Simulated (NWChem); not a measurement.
System: SiNH4OF; SMILES N[SiH](O)F

Here is an NWChem input.

```
start job
memory heap 200 mb stack 900 mb global 1100 mb
geometry units angstroms noautoz
  Si     0.080132     0.027625    -0.370504
  N      0.530647    -1.469806     0.282312
  O      0.960393     1.187465     0.409285
  F     -1.480102     0.440549    -0.132066
  H      0.245692    -0.014877    -1.842047
  H      0.419774    -2.338458    -0.223830
  H      0.693099    -1.605538     1.272375
  H      0.534351     2.045173     0.495988
end
basis spherical
  Si library 6-311++g**
  N library 6-311++g**
  O library 6-311++g**
  F library 6-311++g**
  H library 6-311++g**
end
dft
  xc pbe0
  iterations 150
  mulliken
end
task dft energy
```

Structure relaxed at the PBE0/def2-SVP level.

Problem. What results follow from this input? (PBE0/6-311++G** (spherical d).) Quantities: basis functions; energy (Ha); highest occupied level (eV); orbital gap (eV); dipole (D).

Solution. 
```json
{
 "number_of_basis_functions": "124",
 "energy (Ha)": "-521.58",
 "highest occupied level (eV)": "-8.15",
 "orbital gap (eV)": "8.00",
 "dipole (D)": "0.87"
}
```
